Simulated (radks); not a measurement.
Valence configurations of Os+ (all share [Xe]). Method: Dirac Kohn-Sham, PBEsol, spin-unpolarised, spherical densities, finite nucleus; open shells fill j = l - 1/2 first; Fermi nuclear charge, rms radius 5.4126 fm; computed with a radial shooting solver on a logarithmic mesh with Libxc functionals. Energies are relative to 4f14 5d6 6s1; eigenvalues in eV.

\begin{tabular}{lrrrrrr}
valence & E (eV) & e(4f5/2) & e(4f7/2) & e(5d3/2) & e(5d5/2) & e(6p1/2) \\ \hline
4f14 5d6 6s1 & 0.000 & -61.081 & -58.275 & -14.646 & -13.562 & - \\
4f14 5d5 6s1 6p1 & 6.672 & -65.352 & -62.545 & -17.783 & -16.607 & -9.076 \\
4f13 5d6 6s1 6p1 & 57.065 & -75.877 & -72.967 & -19.356 & -18.046 & -9.215 \\
4f13 5d7 6s1 & 49.165 & -71.405 & -68.496 & -16.024 & -14.807 & - \\
4f14 5d7 & -0.035 & -58.324 & -55.519 & -12.753 & -11.738 & - \\
4f14 5d5 6s2 & 0.919 & -64.101 & -61.294 & -16.691 & -15.534 & - \\
4f13.5 5d6.5 6s1 & 23.460 & -66.190 & -63.333 & -15.337 & -14.186 & - \\
4f14 5d6 6p1 & 5.437 & -62.336 & -59.530 & -15.758 & -14.655 & -8.397 \\
4f14 5d4 6s1 6p2 & 15.109 & -69.791 & -66.982 & -20.949 & - & -10.319 \\
4f13 5d6 6s2 & 51.145 & -74.619 & -71.709 & -18.237 & -16.944 & - \\
\end{tabular}

NIST lists [Xe] 4f14 5d6 6s1 as the ground configuration; this level of theory puts 4f14 5d7 lower, by 0.035 eV. The energies are those of spherical spin-averaged densities, not of single terms.
